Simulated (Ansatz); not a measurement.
Computed with Ansatz on PBE0-D4/def2-TZVP structures; ΔE is electronic, products minus reactants. CCSD(T)/CBS adds triple-zeta CCSD(T) − MP2 to the extrapolated MP2 energy (def2 sets, frozen cores). def2 core potentials past Kr. For Sn outer-core shells are correlated without core-valence functions, which leaves a few kJ/mol of doubt a bond. Each species was taken in one conformer, which may not be the lowest.

`CCSCC` + `C[S][Sn][SH]` → `C[S][Sn][S]C` + `CCSC`  (substitution at a C–C bond)

```tsv
level	ΔE (kJ/mol)
SCS-MP2/def2-TZVPP	39.7
HF/def2-QZVPP	43.3
```

Problem. What does CCSD(T)/CBS give? (An estimate is asked.)

Solution. The calculation gave: +38.4 kJ/mol. The listed levels differ from it by 1.3, 4.9 kJ/mol.

Largest T1 diagnostic among the species: 0.016.

From PBE to PBE0 (25 % exact exchange), in def2-TZVPP and without D4, ΔE moves by +3.7 kJ/mol. In def2-TZVPP, CCSD(T) changes the Hartree–Fock value by −3.2 kJ/mol (the triples alone add −2.0 kJ/mol) and MP2 by −3.4 kJ/mol.
